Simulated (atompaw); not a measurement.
# An all-electron radial function and its pseudo partner (Al (Z = 13))

Columns: radius, all-electron u(r) and pseudo u(r) of the 3p shell (level -3.11 eV) of aluminium in the configuration [Ne] 3s1.5 3p1.5; LDA (PW92), scalar-relativistic, PAW (atompaw) scheme, atompaw 4.2.0.5.

```csv
r (bohr),all-electron,pseudo
0.087,-0.0631,0.0024
0.173,-0.1500,0.0094
0.260,-0.2064,0.0210
0.346,-0.2250,0.0367
0.433,-0.2136,0.0564
0.519,-0.1814,0.0793
0.606,-0.1354,0.1053
0.692,-0.0822,0.1333
0.779,-0.0246,0.1634
0.865,0.0333,0.1942
0.952,0.0910,0.2260
1.038,0.1457,0.2575
1.125,0.1981,0.2889
1.212,0.2468,0.3194
1.298,0.2913,0.3484
1.385,0.3324,0.3763
1.471,0.3691,0.4021
1.558,0.4025,0.4264
1.644,0.4319,0.4485
1.731,0.4580,0.4689
1.817,0.4804,0.4871
1.904,0.5000,0.5036
1.990,0.5162,0.5179
2.077,0.5299,0.5305
2.163,0.5408,0.5409
2.250,0.5494,0.5494
```

(1) How many radial nodes do the two functions have?

(2) Is the pseudo-wave norm-conserving?

Results:

(1) The all-electron 3p function has n − l − 1 = 1; the pseudo-wave has 0, since the states of the same l below it are removed with the core.

(2) No, it belongs to a PAW set: the norm inside the radius is not constrained, and the difference is carried by the augmentation charge.
